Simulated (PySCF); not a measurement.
## PySCF run on Cl2Zn

File input.py (PySCF 2.14):

```python
from pyscf import gto, scf, mp

mol = gto.M(
    atom='Zn 0 0 0; Cl 2.0842 0 0; Cl -2.0842 0 0',
    basis='cc-pvdz',
    charge=0,
    spin=0,
    verbose=3,
)
mf = scf.UHF(mol)
mf = mf.density_fit(auxbasis='def2-universal-jkfit')
mf.kernel()
mp.MP2(mf, frozen=15).kernel()
mf.dip_moment()
print('orbital energies (hartree):', [e[max(0, n-3):n+3].round(4) for e, n in zip(mf.mo_energy, mol.nelec)])
```

```bash
$ OMP_NUM_THREADS=1 python input.py
```

It prints:

```
converged SCF energy = -2696.98000250956  <S^2> = 2.0421709e-10  2S+1 = 1
E(DFUMP2) = -2697.87460686095  E_corr = -0.894604351390489
E(SCS-DFUMP2) = -2697.79136703829  E_corr = -0.811364528726726
Dipole moment(X, Y, Z, Debye):  0.00000, -0.00000,  0.00000
orbital energies (hartree): [array([-0.4704, -0.4549, -0.4549,  0.0395,  0.0719,  0.0719]), array([-0.4704, -0.4549, -0.4549,  0.0395,  0.0719,  0.0719])]
```

In short: E(SCF) = -2696.980003 Eh, E(MP2) − E(SCF) = -0.89460 Eh, μ(SCF) = 0.00 D.

Run time: 3.7 s on 1 thread of Arm Neoverse N1 (shared host).

No search for the lowest solution was made.
